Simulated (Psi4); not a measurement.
OY (SMILES [O]=[Y]), doublet, geometry from GFN2-xTB (such geometries of metal compounds can be far from the true shape) (core potentials on Y). Base run: PBE/def2-SVP in Psi4.

Geometry (Å):
```xyz
2

Y      0.0000     0.0000    -0.3209
O      0.0000     0.0000     1.5645
```
Charge 0, spin multiplicity 2.
Orbitals are unrestricted.
All else is at Psi4's defaults (density fitting).
Base energy -113.41093 Eh.

The base run was repeated with changes; each row names its change, and settings that it needs were set with it.

```
change                                        ΔE vs base (mEh)  SCF cycles  grid points  basis functions        outcome
--------------------------------------------  ----------------  ----------  -----------  ---------------  -------------
base                                                     0.000          12        43172               45      converged
guess = sapgau                                           0.000          14        43172               45      converged
dft_nuclear_scheme = stratmann                          -0.024          12        41334               45      converged
df_basis_scf = cc-pvqz-jkfit                                 -           -            -               45  input refused
scf_initial_accelerator = ediis                          0.000          12        43172               45      converged
guess = sadno                                            0.000          12        43172               45      converged
cholesky_tolerance = 1e-6 (with scf_type cd)             0.011          12        43172               45      converged
guess = modhuckel                                        0.000          12        43172               45      converged
dft_spherical_points = 194                              -0.104          12        27762               45      converged
scf_type = mem_df                                        0.000          12        43172               45      converged
dft_pruning_scheme = treutler                            0.000          12        33550               45      converged
guess = huckel                                           0.000          12        43172               45      converged
df_basis_scf = cc-pvtz-jkfit                                 -           -            -               45  input refused
```

Open shells are given as the SCF converged; they aren't shown to be the lowest states, and a large step between rows can be another state.

- df_basis_scf = cc-pvqz-jkfit: ended with `psi4.driver.qcdb.exceptions.BasisSetNotFound: BasisSet::construct: Unable to find a basis set for atom 1 for key JKFIT among:`
- df_basis_scf = cc-pvtz-jkfit: ended with `psi4.driver.qcdb.exceptions.BasisSetNotFound: BasisSet::construct: Unable to find a basis set for atom 1 for key JKFIT among:`
